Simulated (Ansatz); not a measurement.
`C[CH2][Al]([Cl])[Br]` + H–F → `C[CH2][Al]([F])[Br]` + HCl at 400 K and 1 bar (ligand exchange at the Al–Cl bond).

Program: Ansatz. Geometries: PBE0-D4/def2-TZVP. ΔE: electronic, gas phase. CCSD(T)/CBS is the MP2 limit (def2-TZVPP, def2-QZVPP) plus CCSD(T) − MP2 in def2-TZVPP, frozen cores. This one scheme is used for every species. For Br outer-core shells are correlated without core-valence functions, which leaves a few kJ/mol of doubt a bond. Scalar relativity is left out up to krypton. Each species was taken in one conformer, which may not be the lowest.

| species | CCSD(T)/CBS energy (Eh) | H − E (kJ/mol) | S (J/(mol·K)) |
| --- | --- | --- | --- |
| `C[CH2][Al]([Cl])[Br]` | -3354.38028 | 212.3 | 422.2 |
| H–F | -100.39570 | 36.5 | 182.2 |
| `C[CH2][Al]([F])[Br]` | -2994.40172 | 213.7 | 409.3 |
| HCl | -460.38127 | 29.6 | 195.4 |

H − E and S are ideal-gas, rigid-rotor, harmonic terms from PBE0-D4/def2-TZVP, for one conformer and one mirror image of each species. 1 Eh = 2625.50 kJ/mol, R = 8.31446 J/(mol·K).

Question: By hand: ΔE, ΔH, ΔS and ΔG.

Answer: ΔE = (-2994.40172) + (-460.38127) − (-3354.38028) − (-100.39570) = -0.00701 Eh = -18.4 kJ/mol. Δ(H − E) = 213.7 + 29.6 − 212.3 − 36.5 = -5.5, so ΔH = -23.9 kJ/mol. ΔS = 409.3 + 195.4 − 422.2 − 182.2 = 0.3 J/(mol·K). ΔG = -23.9 − 400 × (0.3)/1000 = -24.0 kJ/mol.

Question: By hand: the equilibrium constant, and the temperature at which ΔG would vanish if ΔH and ΔS stayed fixed.

Answer: log₁₀ K = −ΔG/(RT ln 10) = 3.1. ΔH and −TΔS have one sign here, so there is no such temperature.

The number of gas molecules stays the same, so ΔS is small and ΔH decides. A doubt of 5 kJ/mol in ΔE shifts log₁₀ K by 0.7 here. Other conformers and mirror images would add mixing entropy, several J/(mol·K) or more a flexible species. Modes under 60 cm⁻¹, often nearly free rotors, make the harmonic entropy too high. These are equilibria of isolated gas molecules and say nothing of rates. Largest T1 diagnostic: 0.009 (customary marks: 0.02 for closed shells, 0.045 for open ones).

ΔS is within the doubt of such terms, so its sign, and with it that verdict, could turn.
